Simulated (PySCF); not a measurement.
# AsF₂ + H₂O → H₂AsO + F₂

Level: PBE0 in the def2-TZVP basis family, all electrons, no relativity, computed in PySCF with density fitting; open shells unrestricted.

```tsv
species	state and structure	E (Eh)	ZPE (kJ/mol)	H(298 K) − H(0) (kJ/mol)	S° (J/(mol K))
AsF₂	doublet, C2v, As–F 1.730 Å (×2); F–As–F 96.4°	-2435.21329	10.0	11.7	276.4
H₂O	singlet, C2v, O–H 0.960 Å (×2); H–O–H 105.1°	-76.37736	56.5	9.9	188.7
H₂AsO	doublet, Cs, As–H 1.526 Å (×2), As–O 1.669 Å; H–As–H 100.0°, H–As–O 107.5° (×2)	-2311.90897	44.6	11.0	260.9
F₂	singlet, D∞h, F–F 1.376 Å	-199.40856	6.6	8.7	201.9
```

(1) What is the electronic reaction energy?

(2) Add zero-point, thermal and entropy terms for 298.15 K and 1 bar.

Answers

(1) At PBE0/def2-TZVP, ΔE = 717.1 kJ/mol from the differences of the total energies times 2625.5, uphill. 

(2) ΔZPE = -15.3 and Δ[H(298) − H(0)] = -1.9 kJ/mol give ΔH° = 699.9 kJ/mol. ΔS° = -2.3 J/(mol K), so ΔG° = 699.9 − 298.15 × (-0.0023) = 701 kJ/mol.

The structures come from searches over a few start shapes, so lower isomers are not excluded.
